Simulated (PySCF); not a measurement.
Compound: C₅H₇FO (charge +1 and doublet state).
Cartesian coordinates in Å at the GFN2-xTB level; atoms count from 1:
```xyz
14
C5H7FO angstrom
C      1.871    0.685   -0.380
C      1.568   -0.235    0.512
C      0.219   -0.760    0.848
O     -0.005   -1.827    1.302
C     -0.945    0.230    0.548
C     -1.626   -0.167   -0.744
F     -0.849    0.135   -1.815
H      2.911    0.907   -0.593
H      1.173    1.242   -0.991
H      2.327   -0.773    1.076
H     -1.649    0.129    1.377
H     -0.552    1.246    0.493
H     -1.887   -1.232   -0.811
H     -2.556    0.420   -0.844
```

The hyperfine couplings belong to this conformer and change with its torsions.

As a line formula: `[CH2+][CH]C(=O)CCF` [radical] (charge +1).

Level of theory: PySCF 2.14.0, UKS B3LYP, pcH-1 on C F H O, non-relativistic, mean-field spin-orbit, GIAO. Isolated species at its GFN2-xTB geometry (one conformer only). Couplings are sensitive to structure, and on GFN2-xTB geometries they can be far from those on DFT ones, by a factor of two or more for some ions and for spin on atoms past the first row. The frame is twisted about the C2–C3 bond at this geometry (dihedral H10–C2–C3–O4 = -22°); couplings at other torsion angles weren't computed. No stability test was run, so a lower SCF solution isn't excluded.

Predict the first-order ENDOR lines of F7, H13/H14, H8, H10, H9 and H11/H12 under fast tumbling at B = 336.4 mT (X band).

For S = 1/2 in fast tumbling each set of equivalent nuclei gives two lines, ν± = |νn ± a/2| to first order, with νn = g_N μN B/h and μN/h = 7.62259 MHz/T.

| nuclei | isotope | g_N | νn (MHz) | a_iso (MHz) | lower line (MHz) | upper line (MHz) |
| --- | --- | --- | --- | --- | --- | --- |
| F7 | 19F | 5.2577 | 13.48 | 9.26 | 8.85 | 18.11 |
| H13/H14 | 1H | 5.5857 | 14.32 | 55.26 | 13.31 | 41.95 |
| H8 | 1H | 5.5857 | 14.32 | 43.82 | 7.59 | 36.23 |
| H10 | 1H | 5.5857 | 14.32 | 39.99 | 5.67 | 34.32 |
| H9 | 1H | 5.5857 | 14.32 | 18.48 | 5.08 | 23.56 |
| H11/H12 | 1H | 5.5857 | 14.32 | 5.60 | 11.52 | 17.12 |

Which pairs are centred on the nuclear Larmor frequency, and which on half the coupling?

Centred on νn, since |a| < 2νn: F7, H9 and H11/H12. Centred on |a|/2 and split by 2νn: H13/H14, H8 and H10.

At what field would the lower line of H8 fall to zero frequency?

Where νn = |a|/2, that is B = 21.91 MHz/(5.5857 × 7.62259 MHz/T) = 515 mT, as far as first order holds there.

Nuclei that the bonding pattern makes equivalent are averaged, as if the motion that swaps them (rotation, inversion, ring flip) were fast. H8 and H9 aren't averaged: C1 is flat or nearly so (angle sum 360°), and its turn about the short C1–C2 bond (1.32 Å) is taken as slow. The 1H value of +55.3 MHz is a mean of couplings from 17.1 to 93.5 MHz in this one geometry, not an average over conformers. The 1H value of +5.6 MHz is a mean of couplings from -10.2 to 21.4 MHz in this one geometry, not an average over conformers.

The Mulliken spin populations are largest on O4 (+0.63), C5 (+0.18) and C2 (+0.14).

Hardware: an AMD EPYC with one thread, no GPU (shared host). Cost: 73 s (grids of density and orbitals included), 1.0 GiB resident at most.

The SMILES draws the unpaired electron on C2; the largest computed Mulliken spin population is on O4 (0.63 against 0.14).
